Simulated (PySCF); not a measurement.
# Fractional electron number in Sm (samarium, neutral)

The 6s beta orbital of [Xe] 4f6 6s2 is emptied in steps (occupation f), with all orbitals relaxed, ending at [Xe] 4f6 6s1. Calculation: PySCF 2.14, in def2-TZVP with the def2 core potential (28 electrons) (10s7p5d4f1g, 93 functions); scalar relativity through the core potential. The exact energy is a straight line in f; departures are measured from the line between the end points of the same method.

```tsv
f	BHandHLYP (eV)
1	0.000
0.9	-0.104
0.7	-0.247
0.5	-0.299
0.3	-0.257
0.1	-0.112
0	0.000
```

```
   method  E(f=0) − E(f=1) (eV)  −ε at f=1 (eV)  −ε at f=0.5 (eV)
BHandHLYP                 5.474           4.324             5.445
```

Orbital energy along the path (eV):

| f | BHandHLYP |
| --- | --- |
| 1 | -4.324 |
| 0.9 | -4.539 |
| 0.7 | -4.982 |
| 0.5 | -5.445 |
| 0.3 | -5.935 |
| 0.1 | -6.462 |
| 0 | -6.704 |

Reference removal energy between the ground levels: 5.644 eV (measured; NIST Atomic Spectra Database, ionization energies). The calculation has no spin-orbit coupling.
